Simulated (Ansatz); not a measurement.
`O[BH][SnH2][F]` + H₂S → `[F][SnH2][SH]` + `BO` at 600 K and 1 bar (cleavage of the Sn–B bond).

Calculated with Ansatz (gas phase, PBE0-D4/def2-TZVP geometries, no zero-point term in ΔE). CBS: MP2 limit from def2 TZ/QZ plus the TZ coupled-cluster correction, frozen cores. This one scheme is used for every species. Elements past krypton have def2 core potentials. For Sn outer-core shells are correlated without core-valence functions, which leaves a few kJ/mol of doubt a bond. Each species was taken in one conformer, which may not be the lowest.

```json
{"species": "`O[BH][SnH2][F]`", "CCSD(T)/CBS energy (Eh)": "-416.25065", "H − E (kJ/mol)": "167.9", "S (J/(mol·K))": "408.7"}
{"species": "H₂S", "CCSD(T)/CBS energy (Eh)": "-398.97279", "H − E (kJ/mol)": "60.8", "S (J/(mol·K))": "230.9"}
{"species": "`[F][SnH2][SH]`", "CCSD(T)/CBS energy (Eh)": "-713.44162", "H − E (kJ/mol)": "110.8", "S (J/(mol·K))": "387.6"}
{"species": "`BO`", "CCSD(T)/CBS energy (Eh)": "-101.80414", "H − E (kJ/mol)": "119.7", "S (J/(mol·K))": "267.1"}
```

H − E and S are ideal-gas, rigid-rotor, harmonic terms from PBE0-D4/def2-TZVP, for one conformer and one mirror image of each species. 1 Eh = 2625.50 kJ/mol, R = 8.31446 J/(mol·K).

Task: By hand: ΔE, ΔH, ΔS and ΔG.

Result: ΔE = (-713.44162) + (-101.80414) − (-416.25065) − (-398.97279) = -0.02232 Eh = -58.6 kJ/mol. Δ(H − E) = 110.8 + 119.7 − 167.9 − 60.8 = 1.8, so ΔH = -56.8 kJ/mol. ΔS = 387.6 + 267.1 − 408.7 − 230.9 = 15.1 J/(mol·K). ΔG = -56.8 − 600 × (15.1)/1000 = -65.9 kJ/mol.

Task: By hand: the equilibrium constant, and the temperature at which ΔG would vanish if ΔH and ΔS stayed fixed.

Result: log₁₀ K = −ΔG/(RT ln 10) = 5.7. ΔH and −TΔS have one sign here, so there is no such temperature.

ΔH outweighs TΔS. A doubt of 5 kJ/mol in ΔE shifts log₁₀ K by 0.4 here. Other conformers and mirror images would add mixing entropy, several J/(mol·K) or more a flexible species. These are equilibria of isolated gas molecules and say nothing of rates. Largest T1 diagnostic: 0.015 (customary marks: 0.02 for closed shells, 0.045 for open ones).
